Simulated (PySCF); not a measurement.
Compound: C₄H₉PSSi.
Atom-mapped SMILES: `[CH2:1]=[CH:2][C@@H:3]1[C@@H:4]([SiH3:5])[P@@H:6]1=[S:7]`

Geometry (GFN2-xTB, Å), atoms numbered from 1 in this order:
```
atom  x, y, z in Å
C1     1.9386   -2.0466   -0.0235
C2     1.5476   -0.7941    0.1507
C3     0.1549   -0.3883    0.3585
C4    -0.3462    0.9126   -0.3326
Si5   -2.0089    0.8428   -1.2297
P6    -0.1672    1.0419    1.4652
S7     1.1393    2.0996    2.4215
H8     2.9745   -2.3005   -0.1638
H9     1.2354   -2.8636   -0.0336
H10    2.2706    0.0135    0.1566
H11   -0.5606   -1.2047    0.3821
H12    0.4497    1.4426   -0.8524
H13   -3.0302    0.4100   -0.2718
H14   -1.8758   -0.1474   -2.2971
H15   -2.2986    2.1780   -1.7424
H16   -1.4308    0.8132    2.0009
```

Probes without a nucleus sit at each ring's centroid and 1 Å off its mean plane on both sides; NICS is minus the shielding there, NICSzz its component along the normal. Level: GIAO PBE0/pcSseg-1 (PySCF, non-relativistic, gas phase) on the GFN2-xTB geometry, one conformer.

Ring bond lengths (Å), with Mayer bond orders in brackets: C3–C4 1.556 (0.83), C4–P6 1.811 (0.85), P6–C3 1.837 (0.81).

Question: What do the NICS probes read (ppm)?

Answer: 
| ring | type | NICS(0) | NICS(1), two faces | NICS(1)zz, two faces | rms pucker (Å) | centre to ring atoms, mean (Å) |
| --- | --- | --- | --- | --- | --- | --- |
| C3–C4–P6 | 3-membered ring with P; formal bonds all single | -28.8 | -9.3 / -5.5 | -17.9 / -12.1 | 0.00 | 1.00 |

Question: What can be read from them?

Answer: 
- C3–C4–P6: mean NICS(1)zz -15.0 ppm, shielded. C3, C4, P6 have four or more neighbours, so the value isn't read as a sign of a π ring current. The two faces differ by 5.8 ppm, so no symmetry operation interchanges them. NICS(0) lies 21 ppm below the mean NICS(1).

Question: At the first NICS(1) probe listed for ring C3–C4–P6, 1 Å off the ring, what do the in-plane components average?

Answer: The isotropic value is a third of the trace: (3 × -9.3 − (-17.9))/2 = -5.0 ppm.

Question: Give the inner angles of the rings and the Hirshfeld charges of the ring atoms.

Answer: 
- C3–C4–P6: C3 63.9° (-0.065 e), C4 65.6° (-0.161 e), P6 50.5° (+0.280 e); sum 180.0° against 180° for a flat convex ring.

Question: How shielded are the nuclei of the rings and their hydrogens (means over atoms taken as equivalent)?

Answer: 
```
atoms                        environment  σ isotropic (ppm)
   C3     sp3 carbon bound to phosphorus              152.4
   C4        sp3 carbon bound to silicon              171.7
   P6  phosphorus bonded to 2 C, S and H              423.2
  H11                   methine hydrogen              30.06
  H12                   methine hydrogen              31.15
  H16                       P–H hydrogen              25.96
```

The run took about 80 s of CPU time (one thread, shared machine). This is the whole shielding run at PBE0/pcSseg-1, SCF included.
